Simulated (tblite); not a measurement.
Record of a relaxation.

Species: C₄H₁₁OSi (doublet state).
SMILES with atom numbers: `[CH3:1][CH2:2][CH:3][CH2:4][O:5][SiH3:6]` (hydrogens: H7, H8, H9 on C1; H10, H11 on C2; H12 on C3; H13, H14 on C4; H15, H16, H17 on Si6)

Computed with GFN2-xTB (tblite), gas phase: L-BFGS steps from a force-field or distance-geometry start until the largest atomic force falls under 0.01 eV/Å. 11 of its 49 geometries are shown.

Step 0: E = -542.5116 eV, largest atomic force 1.426 eV/Å
```
atom  x, y, z in Å  |  force x, y, z in eV/Å
C1     -2.898    0.357    0.532   -0.933   0.276  -0.123
C2     -1.438    0.047    0.726    0.681   0.154   0.004
C3     -0.619    0.352   -0.481   -0.370  -0.125  -0.054
C4      0.848    0.523   -0.379   -0.997  -0.241   0.388
O5      1.400   -0.778   -0.177    1.417   0.154   0.052
Si6     3.045   -0.904   -0.017   -0.160  -0.005   0.184
H7     -3.470    0.133    1.438    0.136   0.010  -0.154
H8     -3.048    1.425    0.305    0.095  -0.419   0.025
H9     -3.325   -0.234   -0.285    0.113   0.166   0.136
H10    -1.063    0.621    1.592    0.053  -0.187  -0.242
H11    -1.323   -1.021    0.979    0.003   0.095   0.001
H12    -1.041    0.123   -1.461    0.136   0.101   0.420
H13     1.223    0.973   -1.283    0.396   0.092  -0.412
H14     1.091    1.175    0.471    0.134  -0.126   0.019
H15     3.426   -2.317    0.166   -0.416   0.330  -0.081
H16     3.476   -0.113    1.177   -0.140  -0.206  -0.396
H17     3.708   -0.349   -1.222   -0.148  -0.070   0.232
```

Step 5: E = -542.6200 eV, largest atomic force 0.264 eV/Å
```
atom  x, y, z in Å  |  force x, y, z in eV/Å
C1     -2.918    0.359    0.532   -0.071   0.031  -0.009
C2     -1.441    0.053    0.726    0.132  -0.010  -0.004
C3     -0.631    0.339   -0.475    0.058  -0.056  -0.058
C4      0.826    0.516   -0.377    0.027  -0.047   0.044
O5      1.468   -0.748   -0.177    0.009  -0.088  -0.005
Si6     3.073   -0.895   -0.009   -0.058   0.035  -0.022
H7     -3.473    0.130    1.439   -0.042  -0.006  -0.010
H8     -3.050    1.414    0.301   -0.041  -0.002   0.001
H9     -3.326   -0.227   -0.287   -0.021   0.000   0.008
H10    -1.047    0.613    1.579    0.019   0.024   0.012
H11    -1.325   -1.011    0.981   -0.043  -0.058   0.044
H12    -1.048    0.127   -1.445   -0.068   0.005  -0.002
H13     1.237    0.962   -1.287   -0.016   0.040  -0.072
H14     1.093    1.156    0.472   -0.028   0.046   0.056
H15     3.372   -2.302    0.159   -0.216  -0.130  -0.005
H16     3.476   -0.120    1.156    0.165   0.127   0.162
H17     3.704   -0.352   -1.204    0.194   0.090  -0.139
```

Step 10: E = -542.6513 eV, largest atomic force 0.177 eV/Å
```
atom  x, y, z in Å  |  force x, y, z in eV/Å
C1     -2.923    0.360    0.533    0.076  -0.019  -0.003
C2     -1.437    0.049    0.727   -0.095  -0.037   0.030
C3     -0.625    0.310   -0.478   -0.013  -0.010   0.032
C4      0.832    0.506   -0.379    0.034   0.009  -0.032
O5      1.503   -0.742   -0.181   -0.066   0.093  -0.013
Si6     3.107   -0.877   -0.008    0.002   0.036  -0.029
H7     -3.486    0.127    1.435    0.037   0.010  -0.007
H8     -3.065    1.412    0.298    0.022   0.031   0.024
H9     -3.333   -0.225   -0.286    0.025  -0.030  -0.001
H10    -1.030    0.615    1.571   -0.053  -0.002  -0.005
H11    -1.340   -1.016    0.996   -0.018   0.008   0.033
H12    -1.072    0.130   -1.440    0.043  -0.010  -0.054
H13     1.236    0.960   -1.293   -0.059   0.012   0.075
H14     1.081    1.149    0.479   -0.035  -0.013  -0.086
H15     3.256   -2.315    0.150   -0.028   0.059  -0.005
H16     3.528   -0.099    1.172    0.073  -0.078  -0.119
H17     3.760   -0.334   -1.214    0.055  -0.058   0.158
```

Step 14: E = -542.6621 eV, largest atomic force 0.085 eV/Å
```
atom  x, y, z in Å  |  force x, y, z in eV/Å
C1     -2.919    0.360    0.531   -0.081  -0.010   0.011
C2     -1.441    0.040    0.730    0.018   0.011  -0.010
C3     -0.629    0.295   -0.477   -0.005   0.001  -0.017
C4      0.826    0.504   -0.382   -0.029   0.069   0.012
O5      1.507   -0.730   -0.185    0.027   0.047  -0.019
Si6     3.109   -0.869   -0.011   -0.026  -0.052   0.005
H7     -3.481    0.129    1.431   -0.022  -0.018   0.069
H8     -3.063    1.414    0.304    0.052  -0.010  -0.033
H9     -3.329   -0.230   -0.284   -0.006   0.008  -0.052
H10    -1.039    0.616    1.569    0.008  -0.002   0.012
H11    -1.352   -1.020    1.012    0.001  -0.005   0.010
H12    -1.067    0.130   -1.447   -0.010  -0.031   0.008
H13     1.222    0.971   -1.289   -0.023   0.019  -0.075
H14     1.069    1.153    0.468   -0.014   0.053   0.065
H15     3.204   -2.307    0.146    0.032  -0.054   0.008
H16     3.572   -0.106    1.154    0.032  -0.009   0.021
H17     3.805   -0.338   -1.187    0.046  -0.016  -0.017
```

Step 19: E = -542.6679 eV, largest atomic force 0.085 eV/Å
```
atom  x, y, z in Å  |  force x, y, z in eV/Å
C1     -2.926    0.355    0.533    0.054   0.000  -0.008
C2     -1.445    0.037    0.731   -0.007  -0.015   0.018
C3     -0.634    0.290   -0.477    0.020   0.023   0.016
C4      0.817    0.525   -0.384    0.052  -0.023  -0.010
O5      1.513   -0.707   -0.192    0.020   0.066   0.002
Si6     3.111   -0.876   -0.011    0.037   0.015  -0.021
H7     -3.484    0.127    1.438   -0.016   0.009  -0.055
H8     -3.051    1.410    0.300   -0.037   0.014   0.010
H9     -3.330   -0.228   -0.291   -0.031  -0.007   0.033
H10    -1.044    0.615    1.569    0.006   0.005   0.001
H11    -1.357   -1.022    1.022    0.016  -0.015  -0.019
H12    -1.068    0.117   -1.447   -0.020  -0.038   0.019
H13     1.204    0.985   -1.302   -0.037   0.041   0.065
H14     1.057    1.172    0.474   -0.023   0.011  -0.074
H15     3.189   -2.318    0.146    0.002   0.006  -0.003
H16     3.602   -0.119    1.148   -0.019  -0.036   0.027
H17     3.839   -0.350   -1.174   -0.018  -0.055  -0.002
```

Step 24: E = -542.6731 eV, largest atomic force 0.055 eV/Å
```
atom  x, y, z in Å  |  force x, y, z in eV/Å
C1     -2.925    0.353    0.531   -0.028   0.009   0.000
C2     -1.446    0.031    0.735   -0.009   0.014  -0.002
C3     -0.636    0.287   -0.473   -0.005  -0.046   0.003
C4      0.814    0.544   -0.387   -0.031   0.035  -0.004
O5      1.533   -0.670   -0.199   -0.014  -0.035  -0.006
Si6     3.124   -0.881   -0.012   -0.010   0.023   0.016
H7     -3.493    0.127    1.430    0.011   0.008   0.019
H8     -3.049    1.407    0.298   -0.010   0.002   0.004
H9     -3.341   -0.228   -0.288    0.038  -0.016  -0.010
H10    -1.046    0.614    1.571   -0.006  -0.023   0.015
H11    -1.356   -1.029    1.025    0.001   0.017  -0.011
H12    -1.073    0.089   -1.437    0.022  -0.022   0.001
H13     1.178    1.020   -1.304    0.038   0.020  -0.035
H14     1.039    1.202    0.463    0.024   0.021   0.031
H15     3.173   -2.326    0.144   -0.019   0.034  -0.008
H16     3.626   -0.146    1.156   -0.008  -0.019   0.024
H17     3.872   -0.382   -1.171    0.007  -0.021  -0.036
```

Step 29: E = -542.6748 eV, largest atomic force 0.046 eV/Å
```
atom  x, y, z in Å  |  force x, y, z in eV/Å
C1     -2.927    0.353    0.531    0.004  -0.001   0.003
C2     -1.448    0.031    0.737    0.025  -0.001  -0.002
C3     -0.635    0.281   -0.472    0.009   0.044  -0.010
C4      0.812    0.556   -0.389    0.018  -0.009   0.007
O5      1.535   -0.658   -0.203    0.005   0.026  -0.005
Si6     3.126   -0.876   -0.013   -0.015  -0.008  -0.009
H7     -3.494    0.129    1.431    0.001  -0.009   0.010
H8     -3.053    1.407    0.298   -0.002   0.003  -0.010
H9     -3.335   -0.232   -0.288    0.002  -0.004  -0.004
H10    -1.049    0.609    1.576    0.007   0.011   0.009
H11    -1.357   -1.028    1.023   -0.020  -0.019   0.005
H12    -1.070    0.072   -1.434    0.018  -0.027  -0.003
H13     1.176    1.034   -1.307   -0.010  -0.009   0.014
H14     1.038    1.214    0.462   -0.004  -0.008  -0.004
H15     3.162   -2.321    0.142   -0.019  -0.001  -0.002
H16     3.630   -0.160    1.165   -0.010   0.007  -0.004
H17     3.882   -0.399   -1.176   -0.011   0.005   0.006
```

Step 34: E = -542.6756 eV, largest atomic force 0.039 eV/Å
```
atom  x, y, z in Å  |  force x, y, z in eV/Å
C1     -2.926    0.353    0.532    0.010  -0.003  -0.003
C2     -1.445    0.032    0.738   -0.025   0.007   0.002
C3     -0.634    0.288   -0.471   -0.001  -0.029   0.017
C4      0.813    0.564   -0.389   -0.004   0.013  -0.001
O5      1.536   -0.649   -0.207   -0.018  -0.009   0.003
Si6     3.124   -0.875   -0.014    0.001  -0.004  -0.002
H7     -3.492    0.128    1.433    0.009   0.002  -0.017
H8     -3.055    1.406    0.296    0.005  -0.008   0.006
H9     -3.331   -0.235   -0.288   -0.003   0.001   0.012
H10    -1.047    0.608    1.579    0.004  -0.009  -0.015
H11    -1.363   -1.030    1.022    0.022   0.027  -0.017
H12    -1.060    0.053   -1.433    0.009  -0.012   0.012
H13     1.174    1.041   -1.307    0.004   0.016   0.004
H14     1.037    1.220    0.463    0.008   0.007   0.002
H15     3.147   -2.320    0.139   -0.011  -0.021   0.001
H16     3.630   -0.164    1.167   -0.005   0.009  -0.011
H17     3.885   -0.405   -1.177   -0.005   0.012   0.009
```

Step 38: E = -542.6762 eV, largest atomic force 0.024 eV/Å
```
atom  x, y, z in Å  |  force x, y, z in eV/Å
C1     -2.924    0.353    0.531   -0.001  -0.004   0.004
C2     -1.444    0.034    0.739    0.021  -0.004  -0.010
C3     -0.633    0.290   -0.469    0.009  -0.003  -0.018
C4      0.813    0.571   -0.387    0.003  -0.003   0.006
O5      1.533   -0.646   -0.209    0.004   0.015  -0.003
Si6     3.120   -0.878   -0.015   -0.015  -0.004  -0.001
H7     -3.489    0.126    1.432   -0.013   0.009   0.009
H8     -3.055    1.406    0.294   -0.003  -0.003   0.001
H9     -3.328   -0.238   -0.286   -0.003   0.008  -0.006
H10    -1.044    0.607    1.580   -0.010   0.007   0.002
H11    -1.362   -1.028    1.017    0.018  -0.008   0.008
H12    -1.048    0.033   -1.429   -0.012  -0.010  -0.008
H13     1.173    1.051   -1.305    0.004  -0.002   0.014
H14     1.039    1.226    0.464    0.005  -0.004   0.005
H15     3.135   -2.324    0.138   -0.003   0.003  -0.002
H16     3.625   -0.165    1.164   -0.001   0.000  -0.004
H17     3.883   -0.406   -1.176   -0.003   0.002   0.004
```

Step 43: E = -542.6764 eV, largest atomic force 0.014 eV/Å
```
atom  x, y, z in Å  |  force x, y, z in eV/Å
C1     -2.923    0.352    0.532    0.002  -0.002  -0.001
C2     -1.442    0.034    0.738   -0.011   0.001   0.002
C3     -0.632    0.290   -0.471   -0.006   0.003   0.006
C4      0.814    0.574   -0.386   -0.002  -0.001  -0.004
O5      1.532   -0.643   -0.211   -0.005  -0.001  -0.001
Si6     3.118   -0.879   -0.016    0.002   0.005  -0.003
H7     -3.490    0.127    1.433    0.005  -0.002  -0.003
H8     -3.056    1.405    0.294    0.008  -0.002   0.002
H9     -3.328   -0.238   -0.287   -0.001  -0.001   0.002
H10    -1.045    0.608    1.580    0.001   0.003  -0.009
H11    -1.357   -1.028    1.017    0.006   0.007   0.003
H12    -1.046    0.023   -1.429    0.006  -0.001   0.003
H13     1.175    1.055   -1.303    0.006   0.004   0.002
H14     1.040    1.228    0.467   -0.011  -0.009   0.000
H15     3.128   -2.324    0.137    0.000  -0.002  -0.001
H16     3.623   -0.165    1.163    0.002  -0.001   0.008
H17     3.882   -0.405   -1.175    0.000  -0.002  -0.004
```

Step 48: E = -542.6765 eV, largest atomic force 0.010 eV/Å
```
atom  x, y, z in Å  |  force x, y, z in eV/Å
C1     -2.923    0.351    0.532    0.001   0.001   0.000
C2     -1.442    0.034    0.737    0.006   0.005  -0.001
C3     -0.632    0.291   -0.472    0.003  -0.006  -0.005
C4      0.813    0.575   -0.386    0.000   0.000   0.004
O5      1.531   -0.643   -0.212    0.003  -0.004  -0.002
Si6     3.116   -0.879   -0.016    0.002  -0.002   0.001
H7     -3.489    0.127    1.433    0.002  -0.004   0.000
H8     -3.054    1.404    0.295   -0.002   0.000  -0.001
H9     -3.329   -0.238   -0.287    0.000  -0.002   0.002
H10    -1.045    0.611    1.577    0.002   0.007   0.002
H11    -1.352   -1.027    1.019   -0.004   0.003   0.001
H12    -1.044    0.018   -1.429   -0.003   0.000  -0.006
H13     1.177    1.059   -1.300   -0.005   0.001   0.001
H14     1.037    1.226    0.469   -0.002   0.003   0.009
H15     3.126   -2.324    0.135    0.001   0.003  -0.001
H16     3.623   -0.166    1.163   -0.003  -0.004  -0.003
H17     3.881   -0.406   -1.176   -0.001   0.000   0.001
```

Question: Summarise the path.

Answer: The energy falls by 0.1649 eV from step 0 to step 48; nine tenths of that is first reached at step 13. It falls at every step. The largest force goes from 1.426 to 0.010 eV/Å. Among the bonds O5–Si6 changes most, from 1.657 to 1.615 Å; the atoms move by 0.117 Å rms after alignment.

Question: Follow the three bonds and two angles with the largest change from start to end.

Answer: 
| step | E above end (eV) | largest force (eV/Å) | O5–Si6 (Å) | Si6–H16 (Å) | C1–C2 (Å) | C4–O5–Si6 (°) | O5–Si6–H15 (°) |
| --- | --- | --- | --- | --- | --- | --- | --- |
| 0 | 0.1649 | 1.426 | 1.657 | 1.497 | 1.505 | 117.8 | 110.0 |
| 2 | 0.0819 | 0.397 | 1.621 | 1.476 | 1.531 | 120.7 | 109.8 |
| 4 | 0.0626 | 0.276 | 1.619 | 1.458 | 1.523 | 122.2 | 108.6 |
| 6 | 0.0478 | 0.281 | 1.621 | 1.459 | 1.521 | 123.1 | 106.2 |
| 8 | 0.0322 | 0.181 | 1.620 | 1.471 | 1.529 | 123.6 | 102.6 |
| 10 | 0.0252 | 0.177 | 1.619 | 1.474 | 1.531 | 123.5 | 101.3 |
| 13 | 0.0160 | 0.131 | 1.618 | 1.468 | 1.525 | 124.0 | 99.5 |
| 15 | 0.0131 | 0.104 | 1.617 | 1.467 | 1.526 | 124.6 | 99.3 |
| 17 | 0.0107 | 0.078 | 1.616 | 1.469 | 1.528 | 125.3 | 99.5 |
| 19 | 0.0086 | 0.085 | 1.617 | 1.469 | 1.527 | 125.9 | 99.7 |
| 21 | 0.0062 | 0.083 | 1.618 | 1.468 | 1.525 | 127.0 | 100.0 |
| 23 | 0.0041 | 0.065 | 1.617 | 1.468 | 1.526 | 128.3 | 100.1 |
| 25 | 0.0029 | 0.050 | 1.616 | 1.468 | 1.529 | 128.8 | 100.1 |
| 27 | 0.0022 | 0.044 | 1.616 | 1.468 | 1.530 | 128.9 | 99.9 |
| 29 | 0.0017 | 0.046 | 1.616 | 1.468 | 1.528 | 129.0 | 99.9 |
| 31 | 0.0014 | 0.028 | 1.616 | 1.468 | 1.527 | 129.2 | 99.8 |
| 33 | 0.0011 | 0.028 | 1.615 | 1.468 | 1.529 | 129.3 | 99.7 |
| 35 | 0.0008 | 0.043 | 1.616 | 1.468 | 1.529 | 129.3 | 99.6 |
| 38 | 0.0003 | 0.024 | 1.616 | 1.468 | 1.528 | 129.3 | 99.5 |
| 40 | 0.0002 | 0.022 | 1.615 | 1.468 | 1.528 | 129.5 | 99.6 |
| 42 | 0.0001 | 0.013 | 1.615 | 1.468 | 1.529 | 129.5 | 99.5 |
| 44 | 0.0001 | 0.016 | 1.615 | 1.467 | 1.529 | 129.4 | 99.5 |
| 46 | 0.0000 | 0.014 | 1.615 | 1.468 | 1.528 | 129.4 | 99.4 |
| 48 | 0.0000 | 0.010 | 1.615 | 1.468 | 1.528 | 129.4 | 99.5 |

The cost below is that of the whole relaxation. On one thread, Arm Neoverse V2 (aarch64), on a shared host, this took 0.21 s of wall time.
